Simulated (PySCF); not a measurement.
A structure optimised at B3LYP-D3(BJ)/def2-SVPD, used in a PySCF frequency run:

```
Sn
I 1 2.9112
I 1 2.9112 2 99.36
I 1 2.9112 2 99.36 3 -101.21
```
Charge -1, spin multiplicity 1.

### Question
Write its SMILES, formula and point group.

### Answer
[I][Sn-]([I])[I], I₃Sn, C3v

### Question
What are its rotational constants (standard atomic weights)?

### Answer
0.35515, 0.35515, 0.20206 GHz
